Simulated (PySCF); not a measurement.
**PmH₃: umbrella–stretch map**

Computed with PySCF, PBE0, basis Pm lcecp-1-TZVP with ECP50, H def2-TZVP (scalar-relativistic core potentials, no spin–orbit coupling, density fitting).

Rigid scan from the valence singlet (4f shell in the core) minimum (Pm–H 2.048 Å (×3); H–Pm–H 111.2° (×3)). Coordinate: rows: all bonds scaled; columns: angle to the threefold axis. Energies in kJ/mol from the minimum.

```
scale \ angle    60    66    72    78    84    90
         0.95  22.3  14.4  13.3     ?  21.8  24.0
         0.98  13.7   4.4   2.0   4.5   8.4     ?
         1.00  13.3     ?     ?   1.7     ?   6.7
         1.03  19.7   8.4   4.1   4.8   7.4   8.7
         1.07  39.0  26.3  20.8  20.2  21.8  22.7
```

(1) Fill in the five missing cells, row by row.

## Answers

(1) 16.9, 10.3, 3.2, 0.0, 5.1.

The bond scale of lowest energy on the grid is 1.00 at 60°, 1.00 at 66°, 1.00 at 72°, 1.00 at 78°, 1.00 at 84°, 1.00 at 90°.

The 4f shell sits in the core potential, so its spin is not counted.

Other isomers or separated fragments may lie lower.

The scan took 15 s on 2 threads of a shared Arm Neoverse V1 host; the process peaked at 0.82 GiB. Launch command: `OMP_NUM_THREADS=2 python axn.py task.json out`.
